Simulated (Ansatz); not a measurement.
Consider the redistribution: `[OH][Sn][O][SiH3]` + `Cl[CH2][ZnH]` → `[SiH3][O][Sn][Cl]` + `O[CH2][ZnH]`.

Program: Ansatz. Geometries: PBE0-D4/def2-TZVP. ΔE: electronic, gas phase. CCSD(T)/CBS adds triple-zeta CCSD(T) − MP2 to the extrapolated MP2 energy (def2 sets, frozen cores). Functionals use def2-TZVPP. def2 core potentials past Kr. For Sn, Zn outer-core shells are correlated without core-valence functions, which leaves a few kJ/mol of doubt a bond. Scalar relativity is left out up to krypton. One conformer a species, not always the lowest.

```
             level  ΔE (kcal/mol)
            PBE-D4           -4.0
         revPBE-D4           -3.8
        r2SCANh-D4           -3.6
           ωB97M-V           -3.1
            B2PLYP           -2.8
RPA@PBE/def2-TZVPP           -2.0
     HF/def2-TZVPP           -5.6
SCS-MP2/def2-QZVPP           -1.5
```

(1) What does CCSD(T)/CBS give? (An estimate is asked.)

Largest T1 diagnostic among the species: 0.016.

## Answers

(1) Ansatz gave: -1.8 kcal/mol. The listed levels differ from it by -2.2, -2.0, -1.8, -1.3, -1.0, -0.2, -3.8, 0.3 kcal/mol.

Leaving LDA and LC-ωPBE aside and taking each functional with its dispersion term where it has one, the values, not all of them listed here, spread over 2.2 kcal/mol, from BHLYP-D4 to B2PLYP. In def2-TZVPP, CCSD(T) changes the Hartree–Fock value by +3.5 kcal/mol (the triples alone add +0.6 kcal/mol) and MP2 by +4.3 kcal/mol. At CCSD(T), def2-SVP lies −4.6 kcal/mol from the extrapolated value and def2-TZVPP −0.3 kcal/mol.
